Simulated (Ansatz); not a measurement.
Tuning the range parameter of LC-ωPBE so that −HOMO meets the ionisation energy; basis def2-SVP, Ansatz. System: Sn10H16, a cluster cut from cubic tin. Total charge 0; singlet. Geometry: PBE-D4/def2-SVP. The ionised state is a doublet.

Geometry of the singlet:

```xyz
26

Sn   -2.6522    0.4710   -0.8179
Sn    1.6809    2.0083   -1.0498
Sn    0.8440   -2.5224   -0.9467
Sn    0.1355    0.0396    2.8169
Sn   -1.8081   -2.0440   -1.7618
Sn    2.5161   -0.5110   -1.9897
Sn   -0.9731    2.4729   -1.8666
Sn   -2.5164    0.5064    1.9945
Sn    1.8060    2.0459    1.7620
Sn    0.9769   -2.4732    1.8652
H    -4.2935    0.7623   -1.3217
H     2.7177    3.2519   -1.6951
H     1.3636   -4.0790   -1.5332
H     0.2195    0.0619    4.5562
H    -1.9119   -2.0941   -3.4953
H    -2.8521   -3.2885   -1.1460
H     2.4558   -0.5414   -3.7254
H     4.1641   -0.8026   -1.5254
H    -1.0701    2.4757   -3.6008
H    -1.4973    4.0356   -1.3178
H    -3.0579    2.0457    2.5923
H    -3.5710   -0.7056    2.6549
H     1.3043    3.6023    2.3516
H     3.4416    1.7975    2.2925
H    -0.0280   -3.7277    2.5249
H     2.6056   -2.7875    2.3823
```

In the def2 sets Sn takes a core potential; there is no spin–orbit coupling.

```json
{"ω (1/bohr)": "0.1", "HOMO (eV)": "-7.49", "LUMO (eV)": "-1.12", "vertical IE (eV)": "7.91", "HOMO + IE (eV)": "0.42"}
{"ω (1/bohr)": "0.15", "HOMO (eV)": "-7.95", "LUMO (eV)": "-0.68", "vertical IE (eV)": "8.07", "HOMO + IE (eV)": "0.12"}
{"ω (1/bohr)": "0.2", "HOMO (eV)": "-8.31", "LUMO (eV)": "-0.33", "vertical IE (eV)": "8.20", "HOMO + IE (eV)": "-0.11"}
{"ω (1/bohr)": "0.3", "HOMO (eV)": "-8.84", "LUMO (eV)": "0.14", "vertical IE (eV)": "8.39", "HOMO + IE (eV)": "-0.45"}
```

(1) Where does the tuning condition hold?

Results:

(1) Near ω = 0.18 bohr⁻¹, by linear interpolation.
